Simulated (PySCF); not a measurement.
# Excitation energy of Pm by level of theory

Pm [Xe] 4f5 6s2 (high-spin determinant) → Pm [Xe] 4f5 6s1 6p1 (high-spin determinant), as a difference of total energies. Computed with PySCF 2.14 in ANO-RCC-VTZP, with the spin-free X2C one-electron Hamiltonian (Gaussian nucleus). Correlated levels: valence: [Kr] 4d10 frozen; valence and next inner shell: [Ar] 3d10 frozen. The calculations carry no spin-orbit coupling.

```json
{"method": "UHF", "excitation energy (eV)": "0.853"}
{"method": "LDA", "excitation energy (eV)": "1.818"}
{"method": "PBE", "excitation energy (eV)": "1.637"}
{"method": "PBE0", "excitation energy (eV)": "1.531"}
{"method": "r2SCAN", "excitation energy (eV)": "1.288"}
{"method": "MP2 (valence)", "excitation energy (eV)": "1.702"}
{"method": "SCS-MP2 (valence)", "excitation energy (eV)": "1.780"}
{"method": "MP2 (valence and next inner shell)", "excitation energy (eV)": "1.732"}
{"method": "SCS-MP2 (valence and next inner shell)", "excitation energy (eV)": "1.791"}
```

Question: How much does correlation contribute at MP2 (valence and next inner shell)?

Answer: 1.732 − (0.853) = 0.879 eV, measured against UHF.

A first-order spin-orbit estimate (lowest level to lowest level, LS coupling) adds -0.052 eV.

The basis was made for the ground configuration and has no added diffuse functions, so the excitation energy can come out too high.

The determinant of the upper state and of the lower state mixes LS terms, which raises its energy above the lowest term, most at the Hartree-Fock and MP2 levels.
